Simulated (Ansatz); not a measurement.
Reaction (atomization): `[SiH3][N]([SiH3])[Ga]([N]([SiH3])[SiH3])[N]([SiH3])[SiH3]` → Ga• + 18 H• + 3 N• + 6 Si•

Gas-phase electronic energies from Ansatz, PBE0-D4/def2-TZVP geometries. CCSD(T)/CBS adds triple-zeta CCSD(T) − MP2 to the extrapolated MP2 energy (def2 sets, frozen cores). This one scheme is used for every species, atoms too. DFT in def2-TZVPP. HSE06 is defined as in plane-wave codes. No spin–orbit coupling; open shells (•) take unrestricted orbitals. Spin–orbit coupling would lower the free atoms: a little for Si; clearly for Ga. For Ga outer-core shells are correlated without core-valence functions, so the limit isn't a true one: a few kJ/mol of doubt a bond, and 10 to 20 or more in all where bonds break to atoms. Scalar relativity is left out up to krypton. One conformer a species, not always the lowest.

`[SiH3][N]([SiH3])[Ga]([N]([SiH3])[SiH3])[N]([SiH3])[SiH3]`:

Cartesian coordinates in Å:
```
Si -2.709 1.472 -0.077
N -1.769 0.070 -0.473
Si -2.525 -1.232 -1.329
Ga 0.010 -0.018 0.006
N 0.779 -1.624 0.469
Si -0.190 -2.947 1.035
Si 2.494 -1.860 0.350
N 0.999 1.537 0.008
Si 0.651 2.793 -1.136
Si 2.274 1.783 1.154
H -4.085 1.044 0.297
H -2.077 2.177 1.070
H -2.817 2.426 -1.214
H -3.137 -0.734 -2.592
H -1.488 -2.244 -1.667
H -3.597 -1.881 -0.530
H -0.239 -4.064 0.054
H -1.572 -2.464 1.292
H 0.383 -3.480 2.302
H 2.774 -3.117 -0.399
H 3.137 -1.975 1.686
H 3.094 -0.714 -0.382
H -0.028 2.205 -2.320
H 1.928 3.431 -1.557
H -0.227 3.853 -0.570
H 2.054 3.049 1.908
H 3.607 1.868 0.501
H 2.275 0.647 2.116
```

Q: What is ΔE at CCSD(T)/CBS? (Estimate.)

A: The calculation gave: +2130.8 kcal/mol.

Q: What do these levels give: BHLYP-D4, r2SCAN, PBE0, HSE06, MP2/def2-SVP, SCS-MP2/def2-QZVPP? (An estimate is asked.)

A: Computed: BHLYP-D4 2100.1, r2SCAN 2103.9, PBE0 2066.8, HSE06 2068.6, MP2/def2-SVP 1966.1, SCS-MP2/def2-QZVPP 2137.3 kcal/mol.

Largest T1 diagnostic among the species: 0.013.

Leaving LDA and LC-ωPBE aside and taking each functional with its dispersion term where it has one, the values, not all of them listed here, spread over 75.0 kcal/mol, from revPBE-D4 to ωB97X-V. LDA lies +277.4 kcal/mol from PBE without D4, its usual overbinding. At CCSD(T), def2-SVP lies −162.5 kcal/mol from the extrapolated value and def2-TZVPP −59.2 kcal/mol: correlation converges slowly with the basis, and small sets miss more of it in the bonded molecule than in its fragments. In def2-TZVPP, CCSD(T) changes the Hartree–Fock value by +515.9 kcal/mol (the triples alone add +25.6 kcal/mol) and MP2 by +518.4 kcal/mol; breaking electron pairs costs correlation energy, which Hartree–Fock lacks.

For atomizations the MP2-based limit and the directly extrapolated one differ by several kJ/mol either way, and by 10 to 25 for some Ge, Se and Sn compounds, so smaller differences from it don't rank the levels.
